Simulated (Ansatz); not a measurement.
Geometry optimisation, RHF/def2-SVP (Ansatz).

Input:

```yaml
crystal:
  periodic: [false, false, false]
  atoms:
    - { symbol: Ga, position_ang: [0.0, 0.0, 0.0] }
    - { symbol: H, position_ang: [0.0, 0.0, 1.57] }
    - { symbol: "N", position_ang: [1.6714, 0.0, -0.965] }
    - { symbol: H, position_ang: [2.138, -0.9179, -1.2168] }
    - { symbol: H, position_ang: [2.1227, 0.9179, -1.2432] }
    - { symbol: Cl, position_ang: [-1.9398, 0.0, -1.12] }
basis:
  gaussian: { orbitals: def2-SVP }
hamiltonian:
  xc: hf
relax:
  f_tol: 0.02
  max_steps: 40
```

Launched with:

```bash
$ ansatz run input.yaml --threads 1 --pin off --max-ram 2048MiB --backend cpu --events-out ev --progress --plain --runs-dir out
```

**Question.** Where does it end, and by what steps?

**Answer.** The run converged. After 12 steps the energy has fallen by 0.819 eV; H5 moved furthest, 1.05 Å.

```tsv
step	energy less start (eV)	largest force component (eV/Å)	accepted
0	0.0000	2.600	yes
1	-0.3760	1.150	yes
2	-0.4353	0.487	yes
3	-0.4507	0.192	yes
4	-0.4902	0.506	yes
5	-0.5693	0.579	yes
6	-0.6307	1.597	yes
7	-0.7503	0.642	yes
8	-0.8139	0.110	yes
9	-0.8191	0.046	yes
10	-0.8191	0.074	yes
11	-0.8194	0.025	yes
12	-0.8195	0.013	yes
```

```xyz
6
Properties=species:S:1:pos:R:3
Ga 0.061 -0.054 0.019
H -0.059 -0.479 1.507
N 1.586 -0.019 -0.943
H 2.487 -0.274 -0.591
H 1.631 0.262 -1.902
Cl -1.713 0.564 -1.065
```

Whether the end is a true minimum wasn't checked by a vibrational analysis.

The run took 16 s on 1 thread of Arm Neoverse V2, on a shared host, peak memory 0.15 GiB.
